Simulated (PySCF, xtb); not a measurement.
Cl4HSi2, SMILES Cl[SiH][Si](Cl)(Cl)Cl, multiplicity 2. One conformer was computed; it need not be the lowest.

Harmonic wavenumbers (cm⁻¹) from GFN2-xTB in xtb at its own minimum, in rising order: 25, 55, 89, 110, 144, 151, 182, 336, 413, 459, 469, 470, 562, 601, 2202.

Problem. What does PBE-D3(BJ)/def2-SVP run with PySCF give at its own minimum? (The exact figures need the calculation; the answer reports its results.)

Solution. 32, 52, 100, 128, 166, 176, 207, 348, 494, 510, 557, 582, 594, 711, 2120. Paired by order, the mean absolute difference is 45 cm⁻¹ and the zero-point energies are 9.0 and 9.7 kcal/mol.
